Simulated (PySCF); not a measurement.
C4H5Si, SMILES [C]1=C[SiH2]C=C1, multiplicity 2.

Geometry: B3LYP-D3(BJ)/def2-SVP. The isomer is the one that the SMILES or the coordinates give; other isomers of the formula were not compared.

Method: TDA-M06-2X/def2-SVPD in PySCF 2.14.0.

Vertical excitations. Gas-phase values at a fixed geometry.

```csv
state,energy (eV),λ (nm),f,main pairs
root 1,2.76,449,0.002,"α HOMO→LUMO 13 %, β HOMO→LUMO 77 %"
root 2,3.08,403,0.000,"α HOMO→LUMO 83 %, β HOMO→LUMO 13 %"
root 3,3.14,395,0.000,"α HOMO−1→LUMO 50 %, β HOMO→LUMO+1 46 %"
root 4,4.93,252,0.083,"α HOMO−1→LUMO 42 %, β HOMO→LUMO+1 47 %"
root 5,5.21,238,0.001,"α HOMO−3→LUMO 25 %, α HOMO−1→LUMO+5 14 %, α HOMO−5→LUMO 7 %, β HOMO−1→LUMO+1 32 %, β HOMO→LUMO+8 9 %, β HOMO−4→LUMO+1 6 %"
root 6,5.38,231,0.002,β HOMO−1→LUMO 77 %
root 7,5.54,224,0.000,"α HOMO−2→LUMO 44 %, β HOMO−2→LUMO+1 50 %"
root 8,5.81,213,0.004,"β HOMO−2→LUMO 66 %, β HOMO−3→LUMO 16 %"
root 9,5.93,209,0.002,"α HOMO−2→LUMO 50 %, β HOMO−2→LUMO+1 45 %"
root 10,6.13,202,0.001,α HOMO→LUMO+5 87 %
```
Unrestricted roots are not spin-pure.
